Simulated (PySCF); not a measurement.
Ga(Cl)2(vinyl) (C2H3Cl2Ga), SMILES [Ga]([Cl])([CH]=C)[Cl].

The structure is a stationary point at r2SCAN-D4/def2-SVP. The structure was generated by enumeration; whether it is a known compound was not checked. The values are those of a single conformer.

Level of theory: TDA-CAM-B3LYP/def2-SVPD (PySCF).

Vertical excitations.  State labels are in the subgroup Cs.

| state | symmetry | energy (eV) | λ (nm) | f | main pairs |
|---|---|---|---|---|---|
| S1 | A" | 5.75 | 215 | 0.001 | HOMO−1→LUMO 91 % |
| S2 | A" | 6.29 | 197 | 0.000 | HOMO−2→LUMO 93 % |
| S3 | A' | 6.49 | 191 | 0.199 | HOMO→LUMO 88 % |
| S4 | A' | 6.71 | 185 | 0.021 | HOMO−3→LUMO 66 %, HOMO−2→LUMO+1 24 % |
| S5 | A" | 6.78 | 183 | 0.001 | HOMO→LUMO+1 86 % |
| S6 | A" | 6.90 | 180 | 0.000 | HOMO−5→LUMO 78 % |
| S7 | A' | 6.98 | 178 | 0.113 | HOMO−1→LUMO+1 41 %, HOMO−2→LUMO+1 28 %, HOMO−3→LUMO 16 % |
| S8 | A" | 7.02 | 177 | 0.000 | HOMO−3→LUMO+1 89 % |
| S9 | A' | 7.04 | 176 | 0.310 | HOMO−1→LUMO+1 36 %, HOMO−2→LUMO+1 36 %, HOMO−3→LUMO 7 % |
| S10 | A' | 7.46 | 166 | 0.009 | HOMO−4→LUMO 86 % |
| T1 | A' | 4.02 | 309 | 0 | HOMO→LUMO 75 %, HOMO→LUMO+3 18 % |
| T2 | A" | 5.28 | 235 | 0 | HOMO−1→LUMO 82 % |
| T3 | A" | 6.19 | 200 | 0 | HOMO−2→LUMO 91 % |
| T4 | A' | 6.24 | 199 | 0 | HOMO−1→LUMO+1 79 % |
Triplets are in the Tamm–Dancoff approximation.
